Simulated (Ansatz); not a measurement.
F₃H₃OSi₂ (`F[Si](F)(F)O[SiH3]`). Charge 0, multiplicity 1. Geometry: relaxed with PBE0-D4/def2-TZVP. It is one conformer, not always the lowest.

```xyz
9

F    -0.546   -0.632   -2.613
Si   -0.800   -0.780   -1.073
F    -2.294   -0.392   -0.785
F    -0.616   -2.292   -0.692
O     0.202    0.145   -0.265
Si    0.868    0.836    1.072
H     1.412   -0.228    1.948
H    -0.177    1.605    1.790
H     1.951    1.737    0.618
```

(1) What is the dipole moment at PBE/def2-TZVPP? (An estimate is asked.)

(2) And with r2SCAN, B3LYP, ωB97M-V? (Best estimate.)

(3) Give the Mulliken charges with PBE, ωB97M-V, r2SCAN in def2-TZVPP. (Best estimate.)

## Answers

(1) Computed: 1.91 D, with components (1.00, 0.97, 1.30) D in this frame, pointing from negative to positive charge.

(2) Computed: r2SCAN 1.93 D, B3LYP 2.01 D, ωB97M-V 1.97 D.

(3) Ansatz gave: 
| atom | PBE | ωB97M-V | r2SCAN |
| --- | --- | --- | --- |
| F1 | -0.25 | -0.28 | -0.29 |
| Si2 | 0.79 | 0.93 | 0.97 |
| F3 | -0.25 | -0.28 | -0.29 |
| F4 | -0.25 | -0.28 | -0.29 |
| O5 | -0.24 | -0.33 | -0.36 |
| Si6 | 0.33 | 0.30 | 0.44 |
| H7 | -0.04 | -0.02 | -0.06 |
| H8 | -0.04 | -0.02 | -0.06 |
| H9 | -0.04 | -0.02 | -0.06 |

B3LYP here is the variant with VWN-RPA as its local correlation; programs differ in this.
